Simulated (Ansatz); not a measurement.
System: C₃H₅N, charge 0, singlet. C3H5N (SMILES CC[N+]#[C-]).
B3LYP-D3(BJ)/def2-TZVP minimum from Ansatz (a first-principles code):
```
C
H 1 1.0915
H 1 1.0915 2 107.51
N 1 1.4250 2 107.93 3 -116.18
C 4 1.1649 3 150.25 1 -177.39
C 1 1.5245 2 110.81 3 121.22
H 6 1.0897 1 110.68 2 60.22
H 6 1.0897 7 108.47 1 -121.61
H 6 1.0905 7 108.67 8 -117.97
```
Charge 0, spin multiplicity 1.

Total energies in cc-pVDZ, 22 correlated electrons, 4 frozen orbitals. Open shells are spin-unrestricted; no spin-orbit coupling. Correlated methods leave the cores frozen. No relativity.

```json
[
 {"method": "HF", "program": "Ansatz", "energy (Eh)": "-170.94603", "minus CCSDT(Q) (mEh)": "616.19"},
 {"method": "MP2", "program": "Ansatz", "energy (Eh)": "-171.49946", "minus CCSDT(Q) (mEh)": "62.77"},
 {"method": "CCSD", "program": "Ansatz", "energy (Eh)": "-171.53905", "minus CCSDT(Q) (mEh)": "23.17"},
 {"method": "CCSD(T)", "program": "Ansatz", "energy (Eh)": "-171.55987", "minus CCSDT(Q) (mEh)": "2.35"},
 {"method": "CCSDT(Q)", "program": "Ansatz", "energy (Eh)": "-171.56222", "minus CCSDT(Q) (mEh)": "0.00"}
]
```

Rough core times of Ansatz's runs on a shared machine: CCSD(T) under 20 s, CCSDT(Q) 5 min.
